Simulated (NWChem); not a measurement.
Species: GeH₄O; SMILES [OH][GeH3]

All runs: NWChem. All runs use the structure optimised with PBE0/def2-SVP.

Q: Predict the results for BHandHLYP/def2-SVP. Quantities: highest occupied level (eV); orbital gap (eV); dipole (D).

A: The highest occupied level (eV) is -9.77. The orbital gap (eV) is 11.09. The dipole (D) comes out as 1.60.
